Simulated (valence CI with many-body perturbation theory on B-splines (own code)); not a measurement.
## E1 transitions of Ce⁵²⁺

Method: relativistic CI+MBPT: four valence electrons over a frozen Dirac-Fock core [He], a basis of 11 s, 11 p, 10 d, 8 f, 5 g, 2 h functions for each j, with the one-electron correlation potential Σ1 (screened to all orders), the two-electron term Σ2, the three-electron term Σ3, Breit, model QED; selected single and double excitations, second order for the rest, scaled by the run's own slope (own B-spline code, finite nucleus).

The last digits are not significant, and no measured levels were compared; by estimate large intervals hold to a few tenths of a per cent, small ones and those within an open d or f shell to about a per cent. Among the levels kept, up to 880 cm⁻¹ of a level comes from second order outside the variational space, and about a tenth of that is noise between levels of different J, which matters for small intervals.

Lines 151 to 200 of 548 in falling wavelength, among levels below 7605.4 eV, chosen from the strongest by gf and those to the six lowest levels. Wavelengths and rates use the calculated energies. Electric multipoles are in the length gauge with retardation, E1 and E2 with the static RPA response of the core. Weak lines are less certain than strong ones. Lines between different terms over intervals too small for the method are left out, as are lines whose strength nearly cancels. The highest levels of a list are the least certain.

Levels are named by their leading jj configuration (3d3/2^4 stands for four electrons in 3d with j = 3/2), which in mixed levels can hold well under half, so a name can repeat and another be missing. Letters in brackets count levels of one name in rising energy.

```
λ vac (Å)                           Upper                           Lower   A (s⁻¹)  log gf  Branch %
    47.23      (2s 2p1/2 2p3/2^2) J=2 [b]              (2s^2 2p3/2^2) J=2  1.51e+10   -1.60       0.7
    42.89           (2p1/2^2 2p3/2^2) J=2          (2s 2p1/2 2p3/2^2) J=3  7.39e+10   -0.99       3.5
    19.54          (2s 2p3/2^2 3p3/2) J=4          (2s^2 2p3/2 3p3/2) J=3  2.21e+11   -0.94      23.5
    19.51          (2s 2p3/2^2 3d5/2) J=5          (2s^2 2p3/2 3d5/2) J=4  2.31e+11   -0.84      91.4
    19.49       (2p1/2 2p3/2^2 3d5/2) J=3  (2s 2p1/2 2p3/2 3d5/2) J=2 [c]  2.74e+11   -0.96       1.0
    19.43             (2s 2p3/2^2 3s) J=3             (2s^2 2p3/2 3s) J=2  2.97e+11   -0.93       0.9
    19.37   (2p1/2 2p3/2^2 3p3/2) J=3 [a]  (2s 2p1/2 2p3/2 3p3/2) J=2 [d]  3.64e+11   -0.84       0.2
    19.37          (2s 2p3/2^2 3d3/2) J=4          (2s^2 2p3/2 3d3/2) J=3  2.25e+11   -0.94       0.0
    19.27          (2s 2p3/2^2 3p1/2) J=3          (2s^2 2p3/2 3p1/2) J=2  2.68e+11   -0.98       0.2
    19.11      (2s 2p1/2 2p3/2^2) J=2 [a]          (2s^2 2p1/2 2p3/2) J=1  3.09e+11   -1.07      97.4
    19.11       (2p1/2 2p3/2^2 3d5/2) J=4  (2s 2p1/2 2p3/2 3d5/2) J=3 [c]  5.42e+11   -0.57      14.7
    18.99   (2p1/2 2p3/2^2 3p3/2) J=3 [b]  (2s 2p1/2 2p3/2 3p3/2) J=2 [e]  3.39e+11   -0.89       0.2
    18.73   (2p1/2 2p3/2^2 3d3/2) J=3 [b]  (2s 2p1/2 2p3/2 3d3/2) J=2 [d]  4.69e+11   -0.76       0.1
    18.68   (2p1/2 2p3/2^2 3p3/2) J=3 [a]  (2s 2p1/2 2p3/2 3p3/2) J=2 [c]  3.41e+11   -0.90       0.2
    18.52          (2s 2p1/2 2p3/2^2) J=3          (2s^2 2p1/2 2p3/2) J=2  2.90e+11   -0.98      96.7
    18.50       (2p1/2 2p3/2^2 3p3/2) J=4  (2s 2p1/2 2p3/2 3p3/2) J=3 [c]  8.26e+11   -0.42       0.6
    18.47   (2p1/2 2p3/2^2 3p1/2) J=2 [b]  (2s 2p1/2 2p3/2 3p1/2) J=1 [c]  7.68e+11   -0.71       0.3
    18.45       (2p1/2 2p3/2^2 3p1/2) J=3  (2s 2p1/2 2p3/2 3p1/2) J=2 [c]  4.94e+11   -0.75       0.1
    18.42       (2p1/2 2p3/2^2 3d3/2) J=4  (2s 2p1/2 2p3/2 3d3/2) J=3 [c]  4.90e+11   -0.65      14.0
    18.36          (2p1/2 2p3/2^2 3s) J=3          (2s^2 2p3/2 3p3/2) J=2  3.47e+11   -0.91       1.1
    18.07   (2p1/2 2p3/2^2 3p3/2) J=2 [b]  (2s 2p1/2 2p3/2 3p3/2) J=1 [d]  7.58e+11   -0.73       0.5
    18.06      (2p1/2 2p3/2^2 3s) J=2 [b]     (2s 2p1/2 2p3/2 3s) J=1 [b]  4.61e+11   -0.95       0.5
    17.84      (2s 2p3/2^2 3p3/2) J=3 [b]     (2s 2p1/2 2p3/2 3s) J=2 [c]  5.06e+11   -0.77       0.4
    17.81                (2s 2p3/2^3) J=2              (2s^2 2p3/2^2) J=2  1.10e+12   -0.58      98.7
    17.74      (2s 2p3/2^2 3d5/2) J=4 [b]          (2s^2 2p3/2 3d5/2) J=3  4.11e+11   -0.76       6.0
    17.71  (2s 2p1/2 2p3/2 3d3/2) J=2 [c]          (2s^2 2p1/2 3d3/2) J=2  7.35e+11   -0.76       0.6
    17.70      (2s 2p3/2^2 3p3/2) J=2 [c]     (2s 2p1/2 2p3/2 3s) J=2 [c]  4.81e+11   -0.95       3.1
    17.69  (2s 2p1/2 2p3/2 3d5/2) J=3 [c]          (2s^2 2p1/2 3d5/2) J=2  1.15e+12   -0.42       0.8
    17.66  (2s 2p1/2 2p3/2 3d5/2) J=4 [c]          (2s^2 2p1/2 3d5/2) J=3  1.05e+12   -0.35       0.6
    17.64             (2p1/2 2p3/2^3) J=1      (2s 2p1/2 2p3/2^2) J=1 [a]  1.19e+12   -0.78      35.5
    17.64           (2p1/2^2 2p3/2^2) J=2          (2s 2p1/2^2 2p3/2) J=1  8.92e+11   -0.68      42.5
    17.62          (2s^2 2p3/2 3d3/2) J=1          (2s^2 2p1/2 3p1/2) J=1  6.90e+11   -1.02       0.1
    17.60  (2s 2p1/2 2p3/2 3p3/2) J=3 [c]          (2s^2 2p1/2 3p3/2) J=2  1.16e+12   -0.42       1.4
    17.60      (2s 2p3/2^2 3d5/2) J=2 [b]          (2s^2 2p3/2 3d5/2) J=1  6.49e+11   -0.82       0.7
    17.55      (2s 2p3/2^2 3d5/2) J=3 [c]          (2s^2 2p3/2 3d5/2) J=3  9.01e+11   -0.54       0.1
    17.54       (2p1/2^2 2p3/2 3d5/2) J=2          (2s 2p1/2^2 3d5/2) J=2  6.29e+11   -0.84       0.2
    17.53  (2s 2p1/2 2p3/2 3d5/2) J=3 [b]          (2s^2 2p1/2 3d3/2) J=2  3.35e+11   -0.97       0.1
    17.52          (2s^2 2p3/2 3p3/2) J=2             (2s^2 2p1/2 3s) J=1  4.56e+11   -0.98       1.9
    17.49       (2p1/2^2 2p3/2 3p3/2) J=1          (2s 2p1/2^2 3p3/2) J=1  8.46e+11   -0.93       0.5
    17.48                   (2p3/2^4) J=0                (2s 2p3/2^3) J=1  4.34e+12   -0.70      97.9
    17.48             (2p1/2 2p3/2^3) J=2      (2s 2p1/2 2p3/2^2) J=2 [b]  1.88e+12   -0.37      59.7
    17.46   (2p1/2 2p3/2^2 3p3/2) J=3 [b]  (2s 2p1/2 2p3/2 3p3/2) J=3 [b]  7.05e+11   -0.65       0.5
    17.42  (2s 2p1/2 2p3/2 3d3/2) J=3 [c]          (2s^2 2p1/2 3d3/2) J=2  7.24e+11   -0.64       0.2
    17.41  (2s 2p1/2 2p3/2 3p3/2) J=2 [d]          (2s^2 2p1/2 3p3/2) J=2  9.88e+11   -0.65       1.2
    17.40       (2p1/2^2 2p3/2 3d5/2) J=4          (2s 2p1/2^2 3d5/2) J=3  7.73e+11   -0.50      28.3
    17.40  (2s 2p1/2 2p3/2 3d3/2) J=2 [d]          (2s^2 2p1/2 3d3/2) J=1  1.08e+12   -0.61       0.3
    17.39  (2s 2p1/2 2p3/2 3p1/2) J=1 [c]          (2s^2 2p1/2 3p1/2) J=0  1.33e+12   -0.74       1.3
    17.39       (2p1/2^2 2p3/2 3p3/2) J=3          (2s 2p1/2^2 3p3/2) J=2  8.83e+11   -0.55       0.6
    17.39  (2s 2p1/2 2p3/2 3d5/2) J=3 [d]          (2s^2 2p1/2 3d5/2) J=3  1.28e+12   -0.39       0.2
    17.37      (2s 2p3/2^2 3d3/2) J=1 [c]  (2s 2p1/2 2p3/2 3p1/2) J=2 [c]  7.82e+11   -0.97       0.2
```
